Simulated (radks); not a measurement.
Ga2+, 29 electrons, occupied as [Ar] 3d10 4s1. All-electron calculation, Dirac Kohn-Sham, PBE, spin-unpolarised, spherical densities, finite nucleus; Fermi nuclear charge, rms radius 3.9973 fm. Program: a radial shooting solver on a logarithmic mesh with Libxc functionals.

Unscreened Slater integrals over Kohn-Sham orbitals (cm^-1). Large and small components are both included.

| integral | value |
|---|---|
| F0(4s1/2,4s1/2) | 95260 |
| F0(4s1/2,3d5/2) | 120420 |
| G2(4s1/2,3d5/2) | 13193 |
| F0(4s1/2,3d3/2) | 120520 |
| G2(4s1/2,3d3/2) | 13003 |
| F0(4s1/2,3p3/2) | 122390 |
| G1(4s1/2,3p3/2) | 7600.5 |
| F0(3d5/2,3d5/2) | 255170 |
| F2(3d5/2,3d5/2) | 117520 |
| F4(3d5/2,3d5/2) | 73010 |
| F0(3d5/2,3d3/2) | 256060 |
| F2(3d5/2,3d3/2) | 117940 |
| G2(3d5/2,3d3/2) | 117780 |
| G4(3d5/2,3d3/2) | 73179 |
| F0(3d5/2,3p3/2) | 270910 |
| F2(3d5/2,3p3/2) | 127480 |
| G1(3d5/2,3p3/2) | 156860 |
| G3(3d5/2,3p3/2) | 95356 |
| F0(3d3/2,3d3/2) | 256970 |
| F2(3d3/2,3d3/2) | 118360 |
| F0(3d3/2,3p3/2) | 271900 |
| F2(3d3/2,3p3/2) | 127940 |
| G1(3d3/2,3p3/2) | 157280 |
| G3(3d3/2,3p3/2) | 95636 |
| F0(3p3/2,3p3/2) | 290740 |
| F2(3p3/2,3p3/2) | 145030 |
